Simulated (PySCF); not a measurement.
# Electric field gradients and quadrupole coupling constants

Species: C4H14BNSi.
Cartesian coordinates in Å at the PBE0-D3(BJ)/def2-SVP level; atoms count from 1:
```xyz
21
C4H14BNSi angstrom
C      2.7543    0.9257    0.9546
B      1.6036    0.1507    0.2279
C      1.8800   -0.6399   -1.0930
Si    -0.2388    0.1026    1.0839
N     -1.5065   -0.2756   -0.0631
C     -1.6637    0.5472   -1.2345
C     -2.7258   -0.9192    0.3535
H      2.6527    1.9637    0.5728
H      3.7716    0.5949    0.6926
H      2.6549    1.0064    2.0481
H      1.0059   -0.8292   -1.7317
H      2.2074   -1.6357   -0.7248
H      2.7204   -0.2515   -1.6910
H     -0.5016    1.3740    1.8613
H     -0.2617   -1.0003    2.1051
H     -0.6958    0.9695   -1.5492
H     -2.0543   -0.0436   -2.0843
H     -2.3609    1.3986   -1.0825
H     -3.1367   -1.5428   -0.4629
H     -3.5229   -0.2033    0.6470
H     -2.5401   -1.5804    1.2128
```

Field gradients from the PBE0/pcSseg-1 density (PySCF, non-relativistic), principal values in atomic units, ordered |Vxx| ≤ |Vyy| ≤ |Vzz|:

```json
{"atom": "B2", "Vxx": "-0.2689", "Vyy": "-0.3203", "Vzz": "0.5891"}
{"atom": "N5", "Vxx": "0.3739", "Vyy": "0.7734", "Vzz": "-1.1473"}
```

Problem. Find the asymmetry η = (Vxx − Vyy)/Vzz and the couplings χ = eQV/h (234.96 MHz × Q in barn × V in au), with Q(11B) = 0.04059 b, Q(14N) = 0.02044 b.

Solution. 
| atom | environment | nucleus | η | χzz (MHz) | χxx (MHz) | χyy (MHz) |
| --- | --- | --- | --- | --- | --- | --- |
| B2 | three-coordinate boron | 11B | 0.09 | 5.62 | -2.56 | -3.05 |
| N5 | silicon-bound nitrogen | 14N | 0.35 | -5.51 | 1.80 | 3.71 |

Problem. What is Vzz at B2 in SI units (1 au = 9.71736 × 10²¹ V/m²)?

Solution. 0.5891 au = 5.725 × 10²¹ V/m².

Problem. What couplings would deuterons (Q(2H) = 0.00286 b) have in place of the hydrogens, at this geometry?

Solution. 
```json
{"atom": "H8", "bonded to": "C1", "bond length (Å)": "1.111", "Vzz (au)": "0.2848", "η": "0.01", "χzz (kHz)": "191"}
{"atom": "H9", "bonded to": "C1", "bond length (Å)": "1.101", "Vzz (au)": "0.2969", "η": "0.02", "χzz (kHz)": "200"}
{"atom": "H10", "bonded to": "C1", "bond length (Å)": "1.101", "Vzz (au)": "0.2972", "η": "0.02", "χzz (kHz)": "200"}
{"atom": "H11", "bonded to": "C3", "bond length (Å)": "1.099", "Vzz (au)": "0.2988", "η": "0.02", "χzz (kHz)": "201"}
{"atom": "H12", "bonded to": "C3", "bond length (Å)": "1.111", "Vzz (au)": "0.2844", "η": "0.01", "χzz (kHz)": "191"}
{"atom": "H13", "bonded to": "C3", "bond length (Å)": "1.102", "Vzz (au)": "0.2966", "η": "0.02", "χzz (kHz)": "199"}
{"atom": "H14", "bonded to": "Si4", "bond length (Å)": "1.513", "Vzz (au)": "0.1306", "η": "0.04", "χzz (kHz)": "88"}
{"atom": "H15", "bonded to": "Si4", "bond length (Å)": "1.503", "Vzz (au)": "0.1368", "η": "0.06", "χzz (kHz)": "92"}
{"atom": "H16", "bonded to": "C6", "bond length (Å)": "1.102", "Vzz (au)": "0.2863", "η": "0.08", "χzz (kHz)": "192"}
{"atom": "H17", "bonded to": "C6", "bond length (Å)": "1.106", "Vzz (au)": "0.2791", "η": "0.06", "χzz (kHz)": "188"}
{"atom": "H18", "bonded to": "C6", "bond length (Å)": "1.111", "Vzz (au)": "0.2709", "η": "0.05", "χzz (kHz)": "182"}
{"atom": "H19", "bonded to": "C7", "bond length (Å)": "1.106", "Vzz (au)": "0.2789", "η": "0.06", "χzz (kHz)": "187"}
{"atom": "H20", "bonded to": "C7", "bond length (Å)": "1.111", "Vzz (au)": "0.2707", "η": "0.06", "χzz (kHz)": "182"}
{"atom": "H21", "bonded to": "C7", "bond length (Å)": "1.100", "Vzz (au)": "0.2878", "η": "0.07", "χzz (kHz)": "193"}
```

Geometry: PBE0-D3(BJ)/def2-SVP, one conformer, isolated molecule. A larger basis could move these couplings by a tenth or more.
